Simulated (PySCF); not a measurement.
Isomers of C4H8F2SSi. Method: TDDFT CAM-B3LYP/def2-SVPD, vertical, gas phase, core orbitals frozen in the response (PySCF 2.14.0, density-fitted response routines). Geometries: GFN2-xTB; one conformer of each isolated species. Triplets are in the Tamm–Dancoff approximation.

A. `C=C[Si@H](S)C(C)(F)F`
B. `F[C@@H]1CS[C@@](F)([SiH3])C1`
C. `[Si@H]1(C[C@](SC1)(F)C)F`
D. `C[Si@@]1(F)C[C@@H](F)CS1`

Lowest singlet levels (six at most, fewer where fewer were computed) with oscillator strengths:

1. 6.27 eV (f 0.026); 6.34 eV (f 0.011); 6.64 eV (f 0.005); 7.11 eV (f 0.161); 7.16 eV (f 0.123); 7.43 eV (f 0.089); T1 4.29 eV
2. 5.39 eV (f 0.001); 6.30 eV (f 0.014); 6.70 eV (f 0.019); 6.96 eV (f 0.018); 7.32 eV (f 0.021); 7.58 eV (f 0.056); T1 4.91 eV
3. 5.76 eV (f 0.001); 6.63 eV (f 0.048); 7.14 eV (f 0.014); 7.37 eV (f 0.015); 7.45 eV (f 0.027); 7.67 eV (f 0.012); T1 5.29 eV
4. 5.34 eV (f 0.001); 6.51 eV (f 0.020); 6.73 eV (f 0.020); 7.19 eV (f 0.026); 7.36 eV (f 0.021); 7.45 eV (f 0.005); T1 4.88 eV

**Question.** Which spectrum belongs to which structure?

**Answer.** 1 = A, 2 = C, 3 = D, 4 = B.
- A: S1 at 6.27 eV, HOMO→LUMO (81%), HOMO-3→LUMO (9%); Löwdin shares by element: HOMO sulfur 66%, silicon 8%, carbon 5% or more, hydrogen 5% or more; LUMO carbon 61% or more, silicon 12%, hydrogen 5% or more (atoms not listed hold the other 21%); HOMO -8.95 and LUMO 0.35 eV.
- B: S1 at 5.34 eV, HOMO→LUMO (73%), HOMO→LUMO+6 (8%); Löwdin shares by element: HOMO sulfur 65%, carbon 18% or more, silicon 5%; LUMO sulfur 37%, silicon 18%, carbon 8% or more, hydrogen 7% or more (atoms not listed hold the other 30%); HOMO -8.37 and LUMO 0.84 eV.
- C: S1 at 5.39 eV, HOMO→LUMO (60%), HOMO→LUMO+2 (16%); Löwdin shares by element: HOMO sulfur 70%, carbon 16% or more; LUMO sulfur 30%, silicon 19%, carbon 10% or more, hydrogen 6% or more (atoms not listed hold the other 34%); HOMO -8.20 and LUMO 0.84 eV.
- D: S1 at 5.76 eV, HOMO→LUMO (76%), HOMO→LUMO+1 (9%); Löwdin shares by element: HOMO sulfur 71%, carbon 11% or more, silicon 7%; LUMO sulfur 41%, carbon 17% or more, silicon 15% (atoms not listed hold the other 28%); HOMO -8.59 and LUMO 0.82 eV.
B and C have S1 within 0.05 eV of each other; their strongest listed levels stand at 7.19 eV (f 0.026) and 7.58 eV (f 0.056).
